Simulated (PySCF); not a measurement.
SMILES CC(C)(C)CS (C5H12S), GFN2-xTB optimised geometry.

```
18

C      0.89     0.71     1.25
C      0.34     0.02     0.00
C      0.86     0.72    -1.25
C      0.80    -1.44     0.00
C     -1.19     0.02     0.00
S     -1.97     1.67     0.00
H      0.46     0.27     2.15
H      0.65     1.78     1.23
H      1.97     0.61     1.29
H      0.54     0.20    -2.15
H      1.95     0.75    -1.25
H      0.49     1.74    -1.30
H      0.46    -1.96     0.89
H      0.41    -1.97    -0.87
H      1.89    -1.50    -0.03
H     -1.58    -0.53     0.86
H     -1.56    -0.45    -0.91
H     -1.69     1.97     1.27
```

Density from PBE/def2-SVP (PySCF 2.14.0) at that geometry.

Minimum of the electron density along straight lines between bonded atoms, close to the bond critical point (lines longer than 1.1 times the sum of covalent radii, or with two minima, are not listed):

```json
[
 {"bond": "C1–C2", "length / Å": "1.530", "ρ at the minimum / e bohr⁻³": "0.241", "∇²ρ there / e bohr⁻⁵": "-0.52", "position (fraction from the first atom)": "0.50"},
 {"bond": "C2–C3", "length / Å": "1.528", "ρ at the minimum / e bohr⁻³": "0.241", "∇²ρ there / e bohr⁻⁵": "-0.52", "position (fraction from the first atom)": "0.50"},
 {"bond": "C2–C4", "length / Å": "1.532", "ρ at the minimum / e bohr⁻³": "0.239", "∇²ρ there / e bohr⁻⁵": "-0.52", "position (fraction from the first atom)": "0.50"},
 {"bond": "C2–C5", "length / Å": "1.533", "ρ at the minimum / e bohr⁻³": "0.241", "∇²ρ there / e bohr⁻⁵": "-0.52", "position (fraction from the first atom)": "0.49"},
 {"bond": "C5–S6", "length / Å": "1.827", "ρ at the minimum / e bohr⁻³": "…", "∇²ρ there / e bohr⁻⁵": "-0.28", "position (fraction from the first atom)": "0.46"},
 {"bond": "C1–H7", "length / Å": "1.089", "ρ at the minimum / e bohr⁻³": "0.273", "∇²ρ there / e bohr⁻⁵": "-0.97", "position (fraction from the first atom)": "0.62"},
 {"bond": "C1–H8", "length / Å": "1.088", "ρ at the minimum / e bohr⁻³": "0.275", "∇²ρ there / e bohr⁻⁵": "-0.99", "position (fraction from the first atom)": "0.63"},
 {"bond": "C1–H9", "length / Å": "1.087", "ρ at the minimum / e bohr⁻³": "0.274", "∇²ρ there / e bohr⁻⁵": "-0.99", "position (fraction from the first atom)": "0.63"},
 {"bond": "C3–H10", "length / Å": "1.088", "ρ at the minimum / e bohr⁻³": "0.273", "∇²ρ there / e bohr⁻⁵": "-0.98", "position (fraction from the first atom)": "0.62"},
 {"bond": "C3–H11", "length / Å": "1.087", "ρ at the minimum / e bohr⁻³": "0.274", "∇²ρ there / e bohr⁻⁵": "-0.98", "position (fraction from the first atom)": "0.63"},
 {"bond": "C3–H12", "length / Å": "1.088", "ρ at the minimum / e bohr⁻³": "0.276", "∇²ρ there / e bohr⁻⁵": "-1.01", "position (fraction from the first atom)": "0.64"},
 {"bond": "C4–H13", "length / Å": "1.088", "ρ at the minimum / e bohr⁻³": "0.274", "∇²ρ there / e bohr⁻⁵": "-0.98", "position (fraction from the first atom)": "0.63"},
 {"bond": "C4–H14", "length / Å": "1.088", "ρ at the minimum / e bohr⁻³": "0.274", "∇²ρ there / e bohr⁻⁵": "-0.98", "position (fraction from the first atom)": "0.63"},
 {"bond": "C4–H15", "length / Å": "1.087", "ρ at the minimum / e bohr⁻³": "0.274", "∇²ρ there / e bohr⁻⁵": "-0.99", "position (fraction from the first atom)": "0.63"},
 {"bond": "C5–H16", "length / Å": "1.090", "ρ at the minimum / e bohr⁻³": "0.277", "∇²ρ there / e bohr⁻⁵": "-1.01", "position (fraction from the first atom)": "0.64"},
 {"bond": "C5–H17", "length / Å": "1.090", "ρ at the minimum / e bohr⁻³": "0.276", "∇²ρ there / e bohr⁻⁵": "-1.01", "position (fraction from the first atom)": "0.64"},
 {"bond": "S6–H18", "length / Å": "1.330", "ρ at the minimum / e bohr⁻³": "…", "∇²ρ there / e bohr⁻⁵": "-0.28", "position (fraction from the first atom)": "0.50"}
]
```

Question: Fill in the missing entries.

Answer: 
- C5–S6, ρ at the minimum / e bohr⁻³: 0.174
- S6–H18, ρ at the minimum / e bohr⁻³: 0.216
